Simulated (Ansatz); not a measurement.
Ansatz results at the PBE0-D4/def2-TZVP geometry: size of the dipole moment (B3LYP/def2-TZVPP) 0.16 D; HOMO energy (PBE0/def2-TZVPP) -8.78 eV; HOMO energy (B3LYP/def2-TZVPP) -8.49 eV.

Question: Which molecule gave them?
A. `[CH3][AlH][CH3]`
B. `CC(C)[NH][Al]([F])[F]`
C. `[CH3][Al]([OH])[O][SiH3]`
D. `[Cl][Al]([Br])[Br]`

Answer: D. The others give `[CH3][Al]([OH])[O][SiH3]`: 0.10, -8.40, -8.18; `CC(C)[NH][Al]([F])[F]`: 2.78, -7.24, -7.02; `[CH3][AlH][CH3]`: 0.66, -7.76, -7.54.

B3LYP here is the variant with VWN-RPA as its local correlation; programs differ in this.
